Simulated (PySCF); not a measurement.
Working out the ionisation energy of Mn⁺

Mn⁺ [Ar] 3d5 4s1 (7S) → Mn²⁺ [Ar] 3d5 (6S). Computed with PySCF 2.14 in x2c-TZVPall, with scalar relativity by spin-free X2C-1e. Frozen: [Ar]. Energies in hartree (1 hartree = 27.21139 eV):

| part | Mn⁺ (lower) | Mn²⁺ (upper) |
| --- | --- | --- |
| UHF | -1157.152926 | -1156.606975 |
| MP2 opposite-spin | 0.000000 | 0.000000 |
| MP2 same-spin | -0.067928 | -0.054993 |

What does Hartree-Fock give?

(-1156.606975) − (-1157.152926) = 0.545951 hartree = 14.856 eV.

What do MP2 and SCS-MP2 (6/5 opposite-spin, 1/3 same-spin) give?

The opposite-spin parts differ by 0.000 eV and the same-spin parts by 0.352 eV. MP2: 14.856 + (0.000) + (0.352) = 15.208 eV. SCS-MP2: 14.856 + 1.2 × (0.000) + (0.352)/3 = 14.973 eV.

Measured between the centres of the two terms (NIST): 15.640 eV, so MP2 (valence) is off by -0.432 eV.

What remains against the reference includes basis incompleteness, the frozen core and correlation beyond second order.
